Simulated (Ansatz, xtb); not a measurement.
# C2H6BCl: which of two conformers lies lower

We compare X, `CCBCl`, a singlet, with Y, `CCBCl`, a singlet. Both are isolated molecules in the gas phase, relaxed with B3LYP-D3(BJ)/def2-SVP.

X (Å):

```xyz
10

C    -0.9704   -1.4532    0.1471
C     0.1703   -0.6248   -0.4585
B    -0.2125    0.2676   -1.6793
Cl    0.7322    1.6982   -2.0937
H    -0.6094   -2.1331    0.9349
H    -1.7383   -0.8051    0.5994
H    -1.4721   -2.0659   -0.6190
H     0.7059   -0.0414    0.3099
H     0.9437   -1.3082   -0.8752
H    -1.1263    0.0062   -2.4207
```

Y (Å):

```xyz
10

C     1.2767   -1.0971    0.0815
C     1.3930    0.3575   -0.3762
B     0.1860    1.3203   -0.1601
Cl   -1.3137    0.7882    0.5992
H     1.0816   -1.1606    1.1636
H     0.4419   -1.6086   -0.4230
H     2.1957   -1.6663   -0.1284
H     2.2630    0.8587    0.0970
H     0.2241    2.4746   -0.5030
H     1.6357    0.4199   -1.4575
```

Energies in hartree; the thermal terms are from B3LYP-D3(BJ)/def2-SVP harmonic frequencies (ideal gas, rigid rotor, one conformer each, 200 K, 1 atm) and include the zero-point energy:

|  | X | Y |
| --- | --- | --- |
| E, CCSD(T)/def2-SVP | −563.810329 | −563.811697 |
| E, MP2/def2-SVP | −563.742084 | −563.743564 |
| E, MP2/def2-TZVPP | −564.146193 | −564.147621 |
| zero-point energy | 0.078316 | 0.078392 |
| H(200 K) − E | 0.082121 | 0.082120 |
| G(200 K) − E | 0.060324 | 0.060493 |

Correct the CCSD(T) difference for the basis set by the MP2 change, then work out ΔE, ΔE₀, ΔH and ΔG for X → Y in kJ/mol (1 Eh = 2625.50 kJ/mol) and the equilibrium ratio [Y]/[X].

1. Differences Y − X: CCSD(T) −0.001368, MP2 in the small set −0.001480, MP2 in the large set −0.001428 Eh.
2. ΔE = −0.001368 + (−0.001428 − (−0.001480)) = −0.001316 Eh = −3.46 kJ/mol.
3. ΔE₀ = ΔE + ΔZPE = −0.001316 + (+0.000076) Eh = −3.26 kJ/mol.
4. ΔH = ΔE + (−0.000001) Eh = −3.46 kJ/mol.
5. ΔG = ΔE + (+0.000169) Eh = −3.01 kJ/mol, so ΔS = (ΔH − ΔG)/T = −2.2 J/(mol K).
6. kT = 0.6334 mEh, so K = [Y]/[X] = exp(−ΔG/kT) = exp(+1.81) ≈ 6.1.

The two are too close for this level to say which is favoured. An error of 4 kJ/mol in ΔG would change K by a factor of 11. Mirror images and further conformers aren't counted.

Other levels gave ΔE = −4.2 (B3LYP-D3(BJ)/def2-SVP); −1.7 (HF/def2-SVP); −3.9 (MP2/def2-SVP); −3.6 (CCSD(T)/def2-SVP) kJ/mol. The correlated steps freeze 8 core orbitals. Programs: Ansatz 0.2.0.
